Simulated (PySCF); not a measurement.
Match the calculated data to a structure.

All candidates are C6H15PSSi.

* 13C NMR: chemical shifts (computed TMS as zero) by class: 49.8 (2 C), 37.7 (1 C), 29.9 (1 C), 25.7 (1 C), 14.5 (1 C) ppm [GIAO PBE0/pcSseg-1]
* Dipole: 4.66 D [PBE0/pcSseg-1]
* 1H NMR: chemical shifts (computed TMS as zero) by class: 3.94 (3 H), 2.67 (2 H), 2.33 (1 H), 2.19 (2 H), 1.38 (2 H), 1.35 (2 H), 0.95 (3 H) ppm [GIAO PBE0/pcSseg-1]
* NMR, other nuclei: isotropic shieldings of nuclei other than C and H, by class: 433 (1 Si), 294 (1 P), 679 (1 S) ppm [GIAO PBE0/pcSseg-1]
* Rotational structure: rotational constants A, B, C: 1.511, 0.576, 0.471 GHz [GFN2-xTB]

The electronic properties come from PySCF, for the isolated species, density fitting. Levels stand in brackets. One conformer (not necessarily the lowest) at the GFN2-xTB geometry, without solvent, vibrations or thermal averaging. GFN2-xTB frequencies show an imaginary mode (22i cm⁻¹), so this geometry is no minimum at that level. NMR values are class means; diastereotopic atoms form classes of their own.

Question: Which candidate is it?
A. `C[SiH](C)P1CCSCC1`
B. `CC[C@H]1C[P@@](=S)(C[SiH3])C1`
C. `CCP1(=S)CC[SiH2]CC1`

Answer: B. It is `CC[C@H]1C[P@@](=S)(C[SiH3])C1`. Numbering: `[CH3:1][CH2:2][C@H:3]1[CH2:4][P@@:5](=[S:6])([CH2:7][SiH3:8])[CH2:9]1`. 6 carbons fall into 5 classes; from least to most shielded: ring sp3 carbon bound to phosphorus [C4/C9] (49.8 ppm, 2 C, up to 2.7 ppm apart in this geometry), chain CH2 carbon [C2] (37.7 ppm), four-membered-ring carbon [C3] (29.9 ppm), chain sp3 carbon bound to silicon [C7] (25.7 ppm), methyl carbon [C1] (14.5 ppm). Hydrogen classes from least to most shielded: 3 H on an SiH3 silicon, Si8 (3.94 ppm, a mean of values up to 0.5 ppm apart in this geometry), 2 H on 2 like atoms (sp3 carbon bound to phosphorus), C4/C9 (2.67 ppm), 1 H on a four-membered-ring carbon, C3 (2.33 ppm), 2 H on 2 like atoms (sp3 carbon bound to phosphorus), C4/C9 (2.19 ppm), 2 H on a chain CH2 carbon, C2 (1.38 ppm, a mean of values up to 0.7 ppm apart in this geometry), 2 H on an sp3 carbon bound to silicon, C7 (1.35 ppm), 3 H on a methyl carbon, C1 (0.95 ppm). The other shieldings belong to: 433 ppm, SiH3 silicon [Si8]; 294 ppm, phosphorus bonded to 3 C and S [P5]; 679 ppm, sulfur bonded to P [S6]. The optimised geometry has point group C1 and is an asymmetric top.

The others, at the same levels:
- `C[SiH](C)P1CCSCC1` fails: it has 3 carbon classes against 5; its computed 13C shifts are 36.8 (2 C), 26.5 (2 C), -4.8 (2 C) ppm, 1H shifts are 4.51 (1 H), 2.83 (4 H), 1.88 (4 H), 0.14 (6 H) ppm and rotational constant A is 2.029 GHz (against 1.511 GHz).
- `CCP1(=S)CC[SiH2]CC1` fails: it has 4 carbon classes against 5; its computed 13C shifts are 33.5 (1 C), 32.7 (2 C), 7.4 (1 C), 4.2 (2 C) ppm, 1H shifts are 4.08 (1 H), 3.93 (1 H), 1.97 (2 H), 1.97 (2 H), 1.64 (2 H), 1.51 (2 H), 1.32 (3 H), 0.91 (2 H) ppm and rotational constant A is 1.589 GHz (against 1.511 GHz).

Each candidate is one conformer, not necessarily the lowest. The conformers computed, where there is a choice (atom-mapped SMILES and torsion angles):
- `[CH3:1][CH2:2][C@H:3]1[CH2:4][P@@:5](=[S:6])([CH2:7][SiH3:8])[CH2:9]1`: C1–C2–C3–C4 70°, C4–P5–C7–Si8 159°

The conformers of `C[SiH](C)P1CCSCC1` and `CCP1(=S)CC[SiH2]CC1` aren't listed.
